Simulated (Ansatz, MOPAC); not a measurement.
Species: trifluoromethylgermane, CH₃F₃Ge (charge 0, singlet). SMILES: F[C](F)(F)[GeH3]
Geometry from a B3LYP-D3(BJ)/def2-TZVP (Ansatz, a first-principles code) optimisation:
```
C
F 1 1.3530
F 1 1.3530 2 106.86
F 1 1.3530 2 106.86 3 114.11
Ge 1 2.0176 2 111.97 3 -122.95
H 5 1.5312 1 107.04 2 60.00
H 5 1.5312 6 111.79 1 -116.91
H 5 1.5312 6 111.79 7 -126.18
```

Property: vertical ionisation energy to the doublet, in eV. Conventions: valence correlation only (noble-gas shells and the d and f shells of earlier blocks); each state is the SCF solution reached for its charge and spin; six Cartesian d functions in 6-31G* and its kin unless marked 5d; spin-orbit terms left out; LANL2DZ with its own core potentials from Na on; non-relativistic; PM7 with its own dispersion and hydrogen-bond terms; open shells spin-unrestricted; dispersion terms only where a functional's name holds one. Ab initio and DFT rows: single points at B3LYP-D3(BJ) geometries (Ansatz). Semi-empirical rows: differences of heats of formation at the shared geometry for vertical values.

| level | program | vertical ionisation energy to the doublet (eV) |
|---|---|---|
| PM7 | MOPAC | 11.36 |
| HF/6-31G* with LANL2DZ past Ar | Ansatz | 11.66 |
| PBE/6-31G* with LANL2DZ past Ar | Ansatz | 11.01 |
| B3LYP/STO-3G | Ansatz | 7.62 |
| B3LYP/3-21G | Ansatz | 11.29 |
| B3LYP/6-31G* | Ansatz | 11.44 |
| B3LYP/6-31G* with LANL2DZ past Ar | Ansatz | 11.50 |
| MP2/6-31G* with LANL2DZ past Ar | Ansatz | 11.58 |
| wB97X-V/def2-TZVPD | Ansatz | 11.85 |

No value to compare with is used here. The 8 habitual levels span 7.62 (B3LYP/STO-3G) to 11.66 eV (HF/6-31G* with LANL2DZ past Ar); wB97X-V/def2-TZVPD gives 11.85.

The levels are drawn from those run, B3LYP/6-31G* more often than the rest, none by its result; left out are runs that failed, that the program found above a lower state of the same kind, or whose <S^2> lies over 0.5 above the pure value.
